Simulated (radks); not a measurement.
Results of a calculation; reference values are marked as such.
Question: These are the eigenvalues of the occupied orbitals of an atom or ion with whole-number occupations (Ry). Level of theory: scalar-relativistic Kohn-Sham, BLYP, spin-polarised, spherical densities, finite nucleus; Fermi nuclear charge, rms radius of each element as measured or else 0.836 A^(1/3) + 0.57 fm (a radial shooting solver on a logarithmic mesh with Libxc functionals).

1s up: -473.2478
1s down: -473.2450
2s up: -55.26072
2s down: -55.10795
2p up: -46.90027
2p down: -46.78264
3s up: -7.00030
3s down: -6.62282
3p up: -4.70523
3p down: -4.33829
3d up: -1.18285
4s up: -0.91589

Which element is it, and in what charge state? The configuration may be excited. Open shells, if any, are filled with parallel spins first.

Answer: Z = 25, manganese, charge +1: Mn+ in [Ar] 3d5 4s1. The list shows which subshells hold electrons but not how many an open one holds; the 1s level, -236.62 hartree, gives Z - s = 21.8 by -(Z - s)^2/2, which with screening and relativity narrows Z to a few neighbours, and the depths of the outer levels then fix element, charge and occupations together.
